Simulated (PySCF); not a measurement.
Delta-SCF ions had no search for a lower state. Excitations are Tamm–Dancoff values on a coarser integration grid. The basis has no diffuse functions, so Rydberg states are missing or too high.

## [Ga(H)3(H2O)] (charge 0, multiplicity 1)

All values below come from PBE0-D3(BJ)/def2-TZVP // PBE0-D3(BJ)/def2-SVP in PySCF.

| Quantity | Value |
|---|---|
| HOMO | -7.71 eV |
| dipole moment | 0.839 e·Å |
| HOMO–LUMO gap | 7.06 eV |
| LUMO | -0.65 eV |
| S1 excitation (TDA) | 5.79 eV |
| S1 oscillator strength | 0.002 |
| T1 excitation (TDA) | 5.47 eV |
| S1–T1 gap (TDA) | 0.32 eV |
| vertical ionisation energy (Delta-SCF) | 10.12 eV |
| charge on the central atom (Mulliken) | 0.17 e |
| charge on the central atom (meta-Löwdin) | 0.11 e |
| total energy | -2002.7633 Ha |
| cost | roughly 60 core-seconds |

```xyz
7

Ga     0.1353    -0.0860    -0.1600
H     -0.4605     0.4651    -1.5084
H      1.4036     0.6001     0.4838
H     -0.1820    -1.5834     0.2507
O     -1.2779     0.8380     1.2114
H     -0.9012     0.8696     2.1000
H     -2.0935     0.3268     1.2888
```
